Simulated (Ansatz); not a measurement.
HCl$_{3}$HfO, charge +1, doublet, at the geometry of the source list (the multiplicity is a formal guess) (core potentials on Hf). Base run: PBE/def2-SV(P) run with Ansatz (a first-principles code).

Geometry (Å):
```xyz
6

Hf     0.3546     0.0423    -0.0460
Cl     2.2978     0.9115    -0.7600
Cl     0.7760    -0.7429     2.0102
Cl    -0.0644    -1.7801    -1.2879
O     -1.2338     0.9533    -0.0049
H     -2.1302     0.6158     0.0886
```
Charge +1, spin multiplicity 2.
Orbitals are unrestricted.
All else is at Ansatz's defaults.
Base energy -1503.19240 Eh.

Each row names what was changed in the base input (with any setting that the change needs).

```csv
change,ΔE vs base (mEh)
base,0.000
fitting.mean_field = def2-universal-JKFIT,-0.059
"point_charge = charge:1.0 position_ang:-4.016, -0.8546, 3.7877",92.092
"final_grid = 6, 12, 29",0.020
accuracy = high,0.003
"final_grid = 10, 20, 41",0.001
"final_grid = 4, 8, 17",-0.160
"point_charge = charge:0.5 position_ang:-2.7487, 2.086, -4.393",44.654
lower_state_search = off,0.479
lower_state_search = light,0.000
lower_state_search = full,0.000
```
